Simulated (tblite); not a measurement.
Species: C₆H₇BrClF.
Numbering: `[F:1][C@@H:2]1[CH2:3][C@@H:4]([CH2:5][Cl:6])/[C:7]1=[CH:8]/[Br:9]` (hydrogens: H10 on C2; H11, H12 on C3; H13 on C4; H14, H15 on C5; H16 on C8)

Computed with GFN2-xTB (tblite), gas phase: L-BFGS steps from a force-field or distance-geometry start until the largest atomic force falls under 0.01 eV/Å.

The end geometry, which sets the zero of energy:
```
atom  x, y, z in Å
F1      0.8012   -2.4614   -0.5967
C2      0.2951   -1.5331    0.2781
C3     -1.1083   -1.0262   -0.0992
C4     -0.5416    0.4016   -0.2850
C5     -1.1130    1.4433    0.6601
Cl6    -0.2442    2.9900    0.4842
C7      0.8236   -0.1341    0.0844
C8      2.0122    0.4230    0.2017
Br9     3.5449   -0.5476    0.7297
H10     0.4172   -1.9565    1.2806
H11    -1.4860   -1.4793   -1.0116
H12    -1.8464   -1.1223    0.6924
H13    -0.5945    0.7703   -1.3116
H14    -2.1614    1.6375    0.4320
H15    -1.0072    1.1351    1.7007
H16     2.2006    1.4686    0.0162
```

**Question.** These geometries come from the run, each turned onto the end geometry. Order them by energy, lowest first.
A.
```
atom  x, y, z in Å
F1      0.8062   -2.4639   -0.5793
C2      0.2801   -1.5302    0.2762
C3     -1.1206   -1.0230   -0.1230
C4     -0.5457    0.4018   -0.3051
C5     -1.0864    1.4349    0.6653
Cl6    -0.2983    3.0093    0.3837
C7      0.8162   -0.1339    0.0777
C8      1.9993    0.4294    0.2275
Br9     3.5282   -0.5545    0.7491
H10     0.3932   -1.9481    1.2829
H11    -1.4816   -1.4811   -1.0407
H12    -1.8689   -1.1162    0.6617
H13    -0.5998    0.7795   -1.3291
H14    -2.1605    1.5777    0.5469
H15    -0.8630    1.1473    1.6926
H16     2.1938    1.4800    0.0696
```
B.
```
atom  x, y, z in Å
F1      0.8118   -2.4303   -0.5973
C2      0.2927   -1.5191    0.2805
C3     -1.1082   -1.0222   -0.1189
C4     -0.5475    0.3984   -0.3050
C5     -1.0818    1.4323    0.6697
Cl6    -0.2939    2.9935    0.3684
C7      0.8115   -0.1290    0.0861
C8      1.9976    0.4264    0.2353
Br9     3.5237   -0.5616    0.7362
H10     0.3629   -1.9244    1.2930
H11    -1.4775   -1.4724   -1.0333
H12    -1.8679   -1.0949    0.6509
H13    -0.6014    0.7445   -1.3403
H14    -2.1572    1.5674    0.5571
H15    -0.8521    1.1251    1.6929
H16     2.1795    1.4752    0.0807
```
C.
```
atom  x, y, z in Å
F1      0.8281   -2.4033   -0.6158
C2      0.2464   -1.4924    0.2416
C3     -1.1195   -1.0120   -0.1090
C4     -0.5309    0.3939   -0.2753
C5     -1.1031    1.3985    0.6793
Cl6    -0.3016    2.9596    0.3547
C7      0.8308   -0.1086    0.0989
C8      2.0504    0.4454    0.2458
Br9     3.5742   -0.6226    0.7532
H10     0.3271   -1.8741    1.2763
H11    -1.4544   -1.4928   -1.0570
H12    -1.8902   -1.0611    0.6795
H13    -0.6103    0.6802   -1.3139
H14    -2.1676    1.5867    0.5354
H15    -0.8088    1.1019    1.6968
H16     2.1218    1.5093    0.0655
```
D.
```
atom  x, y, z in Å
F1      0.8186   -2.4073   -0.6084
C2      0.2866   -1.5071    0.2667
C3     -1.1335   -1.0158   -0.1240
C4     -0.5433    0.3962   -0.2873
C5     -1.0929    1.4141    0.6803
Cl6    -0.2997    2.9689    0.3588
C7      0.8337   -0.1204    0.0972
C8      2.0247    0.4343    0.2419
Br9     3.5566   -0.6020    0.7468
H10     0.3359   -1.8867    1.2744
H11    -1.4597   -1.4814   -1.0411
H12    -1.8801   -1.0713    0.6671
H13    -0.6073    0.7002   -1.3240
H14    -2.1649    1.5794    0.5425
H15    -0.8238    1.1089    1.6937
H16     2.1414    1.4989    0.0711
```
E.
```
atom  x, y, z in Å
F1      0.7892   -2.4735   -0.5951
C2      0.2876   -1.5357    0.2724
C3     -1.1115   -1.0227   -0.1115
C4     -0.5405    0.4032   -0.2875
C5     -1.0962    1.4404    0.6709
Cl6    -0.2927    3.0121    0.4112
C7      0.8237   -0.1391    0.0761
C8      2.0101    0.4188    0.2113
Br9     3.5383   -0.5424    0.7686
H10     0.4059   -1.9549    1.2775
H11    -1.4752   -1.4638   -1.0349
H12    -1.8624   -1.1280    0.6664
H13    -0.6032    0.7784   -1.3107
H14    -2.1633    1.5896    0.5029
H15    -0.9149    1.1613    1.7092
H16     2.1974    1.4651    0.0291
```

**Answer.** E (0.003 eV), A (0.011 eV), B (0.036 eV), D (0.141 eV), C (0.331 eV).

In the order of the answer:

| step | E above end (eV) | largest force (eV/Å) | rms force component (eV/Å) | rms distance from end (Å) | rms bond change (Å) | bond most changed (Å) |
| --- | --- | --- | --- | --- | --- | --- |
| 24 | 0.003 | 0.04 | 0.012 | 0.043 | 0.001 | C5–Cl6 +0.001 |
| 9 | 0.011 | 0.13 | 0.037 | 0.062 | 0.001 | C2–C3 +0.003 |
| 4 | 0.036 | 0.39 | 0.115 | 0.071 | 0.005 | C2–C7 -0.012 |
| 2 | 0.141 | 0.81 | 0.253 | 0.084 | 0.011 | C8–Br9 +0.028 |
| 0 | 0.331 | 2.32 | 0.604 | 0.094 | 0.021 | C2–C3 -0.049 |

What follows is the cost of the whole relaxation. The run took 0.36 s wall on one thread, Arm Neoverse V1 (aarch64), shared host with 32 logical CPUs at a one-minute load of 16.
